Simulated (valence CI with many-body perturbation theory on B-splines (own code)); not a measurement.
# A CI+MBPT run for Tc4+

Calculated by valence CI with perturbative core correlation (CI+MBPT): three valence electrons over a frozen Dirac-Fock core [Kr], a basis of 9 s, 9 p, 10 d, 8 f, 5 g, 3 h, 1 i functions for each j, with the one-electron correlation potential Σ1 (screened to all orders), the two-electron term Σ2, the three-electron term Σ3, Breit, model QED; selected single and double excitations, second order for the rest, scaled by the run's own slope (own B-spline code, finite nucleus).

Command, and the settings that its task file holds:

```sh
python run_cv.py task.json out
```

```
atom Tc  Z=43  mass_number=97  rms_radius_fm=4.4112
core [Kr]
valence 4d3
avg = 1
basis = L
breit = 1
cap = 40000
capref = 1200
cscale = 1
de = 0.0
dress = 0
eps = 2e-08
extrap = 1
h = 0.27
hh = 1
l2 = 3
lcore = 6
maxit = 60
n2 = 5
natural = 1
nlev = 60
nno = [6, 6, 7, 6, 4, 3, 1]
nroot = 26
nsp = [3, 3, 3, 2, 1, 0, 0]
pt2 = 1
qed = 1
rpa = 1
s1 = 1
s2 = 1
s3 = 1
screen = 1
tol = 2e-05
whole = 1
```

It took 3.1 min on 1 thread of Intel(R) Xeon(R) Processor @ 2.30GHz, with other jobs on the host.

Log. The first blocks belong to the next ion, which gives the ionisation energy. Fields: 2J, parity (1 odd), roots, reference size, generating configurations, candidates as configurations/state functions, variational space P, stored matrix elements, Davidson steps; e2 is the range of second-order energies in hartree. The first line gives the box (bohr), its intervals, the orbitals and the steps of their self-consistent field. Window is the range of levels sought, series limit the energy at which the first omitted orbital would enter, core excitation an estimate of the first excitation out of the core, left out the lowest levels not solved, and shifts from estimates the range by which levels moved from their first estimate, all in cm⁻¹.

```
rmax 15.8 intervals 64 orbitals 81 references ['4d3', '4d2 5s', '4d2 5p'] scf 6 t 1.6
2J=4 par=0 roots 2 ref 48 generators 6 cand 866/866 P 914/914 nnz 0 it 0
2J=4 par=0 roots 2 ref 48 generators 18 cand 142/142 P 1056/1056 nnz 0 it 0
   second order: generators 38 cand 128/128 e2 -0.00000 -0.00000
2J=6 par=0 roots 2 ref 38 generators 7 cand 869/869 P 907/907 nnz 0 it 0
2J=6 par=0 roots 2 ref 38 generators 22 cand 131/131 P 1038/1038 nnz 0 it 0
   second order: generators 33 cand 145/145 e2 -0.00000 -0.00000
2J=8 par=0 roots 2 ref 30 generators 5 cand 839/839 P 869/869 nnz 0 it 0
2J=8 par=0 roots 2 ref 30 generators 14 cand 109/109 P 978/978 nnz 0 it 0
   second order: generators 24 cand 125/125 e2 -0.00000 -0.00000
reference levels 673, estimated 117, window 180740 1/cm; series limit 346033, core excitation 311060
2J=3 par=0 roots 10 ref 71 generators 20 cand 2477/5512 P 3537/8081 nnz 1.1e+07 it 9
2J=3 par=0 roots 10 ref 71 generators 75 cand 2372/5959 P 5909/14040 nnz 2.2e+07 it 9
   second order: generators 223 cand 29283/68497 e2 -0.00010 -0.00001
2J=5 par=0 roots 10 ref 79 generators 19 cand 2114/5417 P 3011/7988 nnz 1.2e+07 it 8
2J=5 par=0 roots 10 ref 79 generators 73 cand 2707/7751 P 5718/15739 nnz 3e+07 it 8
   second order: generators 215 cand 32741/91078 e2 -0.00011 -0.00001
2J=7 par=0 roots 7 ref 66 generators 14 cand 1920/5461 P 2810/8000 nnz 1.2e+07 it 8
2J=7 par=0 roots 7 ref 66 generators 44 cand 2532/7834 P 5342/15834 nnz 3.2e+07 it 9
   second order: generators 141 cand 29949/91307 e2 -0.00009 -0.00002
2J=9 par=0 roots 6 ref 49 generators 12 cand 2002/5434 P 3025/7962 nnz 1.1e+07 it 8
2J=9 par=0 roots 6 ref 49 generators 42 cand 1911/5595 P 4936/13557 nnz 2.5e+07 it 7
   second order: generators 136 cand 27780/86152 e2 -0.00007 -0.00002
2J=1 par=0 roots 6 ref 43 generators 13 cand 1833/3020 P 3463/5556 nnz 4.7e+06 it 5
2J=1 par=0 roots 6 ref 43 generators 58 cand 2753/4472 P 6216/10028 nnz 9.9e+06 it 8
   second order: generators 211 cand 22104/34781 e2 -0.00007 -0.00002
2J=11 par=0 roots 2 ref 25 generators 8 cand 1329/3881 P 2384/6376 nnz 7.5e+06 it 4
2J=11 par=0 roots 2 ref 25 generators 21 cand 1056/3016 P 3440/9392 nnz 1.4e+07 it 5
   second order: generators 60 cand 23093/70425 e2 -0.00005 -0.00005
2J=5 par=1 roots 11 ref 72 generators 20 cand 2033/5408 P 2943/7972 nnz 1e+07 it 11
...
2J=9 par=1 roots 6 ref 42 generators 52 cand 2850/8560 P 5849/16547 nnz 3.2e+07 it 12
   second order: generators 116 cand 27237/82901 e2 -0.00011 -0.00002
2J=1 par=1 roots 6 ref 39 generators 12 cand 2076/3251 P 3670/5779 nnz 4.8e+06 it 9
2J=1 par=1 roots 6 ref 39 generators 43 cand 1904/3074 P 5574/8853 nnz 8.5e+06 it 8
   second order: generators 138 cand 21483/34005 e2 -0.00005 -0.00002
2J=11 par=1 roots 3 ref 24 generators 17 cand 2084/5654 P 3309/8341 nnz 9.6e+06 it 5
2J=11 par=1 roots 3 ref 24 generators 40 cand 1832/5009 P 5141/13350 nnz 2.1e+07 it 7
   second order: generators 88 cand 22661/68892 e2 -0.00008 -0.00002
left out: unestimated 256491, estimated 210152, shifts from estimates -98 to 60
operators 4.5
```

The Davidson iterations converged.

No measured levels were compared; by estimate terms of the open shell hold to 2 to 4 % of their energy, and close levels can change places; different configurations can be misplaced against each other by 1,000 to 8,000 cm⁻¹. Core correlation moves these levels by up to 16000 cm⁻¹, and in measured spectra 5 to 20 % of such shifts remained as error; rates that hang on mixing are uncertain with them.

| Property | Result |
| --- | --- |
| Valence energy | -8.077674 hartree |
| Ionisation energy | 57.268 eV (NIST: 57 ± 1.9 eV (theoretical)) |
| Reference configurations for the orbitals | 4d3, 4d2 5s, 4d2 5p |
| Radial orbitals | 81 |
| Box radius | 15.75 bohr |
| Largest variational space | 16976 |
| Lowest levels | 4d3 4F_3/2 0.0000, 4d3 4F_5/2 0.1355, 4d3 4F_7/2 0.3025, 4d3 4F_9/2 0.4871, 4d3 4P_3/2 1.563, 4d3 4P_1/2 1.567, 4d3 2G_7/2 1.700, 4d3 4P_5/2 1.783, 4d3 2G_9/2 1.799, 4d3 2D_3/2 [a] 2.183, 4d3 2P_1/2 2.251, 4d3 2H_9/2 2.321, 4d3 2H_11/2 2.352, 4d3 2D_5/2 [a] 2.582 eV |

Names give the largest LS component (configuration and term), which can be under half, so a name can repeat, a term be missing and a line seem to break the LS rules; names also repeat where a configuration has a term twice. Letters in brackets count levels of one name in rising energy.
